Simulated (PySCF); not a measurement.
An unknown gives this computed stick spectrum. Computed with TDDFT CAM-B3LYP/def2-SVPD, vertical, gas phase, core orbitals frozen in the response (PySCF 2.14.0, density-fitted response routines). Geometries: GFN2-xTB, one conformer each.

```csv
state,λ (nm),f
S1,240.8,0.0014
S2,231.0,0.0006
S3,230.6,0.0009
S4,213.5,0.421
S5,197.8,0.017
S6,196.7,0.124
S7,185.6,0.061
S8,180.2,0.0009
```

Triplets computed (Tamm–Dancoff): 3.29, 4.24, 4.65 eV.

Orbital energies (eV): HOMO-3 -11.16, HOMO-2 -9.67, HOMO-1 -9.59, HOMO -8.59, LUMO -0.42, LUMO+1 0.03, LUMO+2 0.17.

Question: Which candidate is it? All have the formula C8H7N.
A. `C=CC(=C)CC#CC#N`
B. `N#C/C(=C(\C#C)C=C)C`
C. `C1=CC2=CC=CN2C=C1`

Answer: A. Its S1, at 5.15 eV, is the highest among the candidates; the nearest of the others has S1 at 4.58 eV. S1 is HOMO-2→LUMO+2 (30%), HOMO-1→LUMO+1 (29%), HOMO-2→LUMO (23%). Löwdin shares by element: HOMO carbon 86% or more; LUMO carbon 56% or more (atoms not listed hold the other 44%). At the same level the other candidates give, for their lowest levels:
- `C#C/C(C=C)=C(/C)C#N`: 271 nm (f 0.500); 249 nm (f 0.000); 223 nm (f 0.185); 206 nm (f 0.000); 201 nm (f 0.000); T1 2.44 eV; HOMO -8.21, LUMO -1.38 eV
- `c1ccn2cccc2c1`: 314 nm (f 0.050); 254 nm (f 0.031); 230 nm (f 0.000); 208 nm (f 0.702); 206 nm (f 0.000); T1 2.83 eV; HOMO -6.61, LUMO 0.27 eV

Shape of the structure used: `[CH2:1]=[CH:2][C:3](=[CH2:4])[CH2:5][C:6]#[C:7][C:8]#[N:9]`: C1–C2–C3–C4 -177°, C2–C3–C5–C6 -69°.
